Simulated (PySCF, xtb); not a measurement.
C2H10O2Si2, SMILES [SiH2](C(C)[SiH2]O)O. Other conformers were not sampled.

Harmonic wavenumbers (cm⁻¹) from GFN2-xTB (xtb) at its own minimum, in rising order: 48, 57, 122, 160, 197, 210, 235, 250, 303, 342, 497, 528, 597, 604, 633, 742, 746, 763, 776, 787, 799, 816, 882, 900, 991, 1050, 1078, 1156, 1281, 1423, 1514, 1520, 2201, 2234, 2315, 2332, 2915, 2989, 2997, 3014, 3675, 3678.

Q: What does B3LYP-D3(BJ)/def2-SVP in PySCF give at its own minimum? (Estimate from the structure and the level; the computed values follow.)

A: 45, 79, 114, 171, 190, 206, 224, 243, 293, 367, 557, 596, 634, 721, 738, 769, 817, 830, 884, 892, 903, 914, 948, 959, 986, 1012, 1048, 1127, 1259, 1397, 1470, 1483, 2186, 2205, 2252, 2253, 3001, 3016, 3089, 3101, 3874, 3876. Paired by order, the mean absolute difference is 55 cm⁻¹ and the zero-point energies are 72.0 and 74.0 kcal/mol.
